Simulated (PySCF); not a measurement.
Compound: C6H7B.
Atom-mapped SMILES: `[CH:1]#[C:2][C:3]#[C:4][B:5]([CH3:6])[CH3:7]` (hydrogens: H8 on C1; H9, H10, H11 on C6; H12, H13, H14 on C7)

The closed-shell SCF was solved with PySCF and density fitting under several settings on one GFN2-xTB geometry (grid level 2 and gas phase unless stated).

```csv
settings,basis functions,SCF cycles,E (Eh),HOMO (eV),LUMO (eV),dipole (D)
PBE0/pcSseg-1,154,15,-257.2376,-7.30,-2.17,0.20
wB97X-D/def2-SVPD,196,14,-257.3185,-9.05,-0.41,0.15
BP86/3-21G,77,15,-256.1779,-6.07,-2.74,0.16
"B3LYP/aug-pcSseg-1, start guess vsap",245,24,-257.5922,-7.07,-2.34,0.20
"PBE0/pcSseg-1, IEF-PCM chloroform, grid level 1, fitting basis def2-universal-jkfit",154,11,-257.2411,-7.38,-2.19,0.21
HSE06/STO-3G,42,14,-254.1697,-5.02,0.05,0.21
"PBE/6-311+G(2d,p)",231,16,-257.3120,-6.20,-3.01,0.15
```

Task: Estimate the row for these settings: CAM-B3LYP/def2-SVPD, fitting basis def2-universal-jkfit.

Result: 
```
                                               settings  basis functions  SCF cycles     E (Eh)  HOMO (eV)  LUMO (eV)  dipole (D)
CAM-B3LYP/def2-SVPD, fitting basis def2-universal-jkfit              196          12  -257.2554      -8.54      -1.07        0.18
```

Task: Over all rows, what range does the HOMO–LUMO gap span?

Result: From 3.19 eV (PBE/6-311+G(2d,p)) to 8.64 eV (wB97X-D/def2-SVPD). The functional of the narrowest has no exact exchange, that of the widest range-separated exact exchange.

Task: And the dipole moment?

Result: From 0.15 D to 0.21 D; the largest is 1.40 times the smallest, and the median is 0.19 D.

wB97X-D ran without the empirical dispersion term, which would shift the total energy alone. Cycle counts include a coarse-grid stage where the run had one. All basis functions are spherical, in the Pople sets too. Geometry: GFN2-xTB; no vibrations or thermal averaging. GFN2-xTB frequencies show an imaginary mode (44i cm⁻¹), so this geometry is no minimum at that level.
